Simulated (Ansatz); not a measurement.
Consider the formal loss of a carbene: `B[SiH](C)N=C` → `B[SiH2]N=C` + `[CH2]` (triplet).

Calculated with Ansatz (gas phase, PBE0-D4/def2-TZVP geometries, no zero-point term in ΔE). CBS: MP2 limit from def2 TZ/QZ plus the TZ coupled-cluster correction, frozen cores. This one scheme is used for every species. Functionals use def2-TZVPP. Triplets are unrestricted, without spin–orbit coupling. One conformer a species, not always the lowest.

Question: Is it downhill or uphill in electronic energy at CCSD(T)/CBS, and by how much? (An estimate is asked.)

Answer: Computed: Uphill: ΔE = +114.7 kcal/mol.

Question: What do these levels give: PBE-D4, B2PLYP, PBE0, HF/def2-TZVPP, CCSD(T)/def2-TZVPP, SCS-MP2/def2-QZVPP? (Best estimate.)

Answer: Computed: PBE-D4 116.0, B2PLYP 112.0, PBE0 112.6, HF/def2-TZVPP 78.2, CCSD(T)/def2-TZVPP 111.7, SCS-MP2/def2-QZVPP 116.8 kcal/mol.

Largest T1 diagnostic among the species: 0.013.

In def2-TZVPP, CCSD(T) changes the Hartree–Fock value by +33.5 kcal/mol (the triples alone add +2.8 kcal/mol) and MP2 by +37.2 kcal/mol. The D4 term adds +2.7 kcal/mol with B3LYP and +1.5 kcal/mol with PBE0; it sums over pairs of atoms, weighted by their polarisabilities, and B3LYP, whose exchange is more repulsive, gets the larger term.

B3LYP here is the variant with VWN-RPA as its local correlation; programs differ in this.
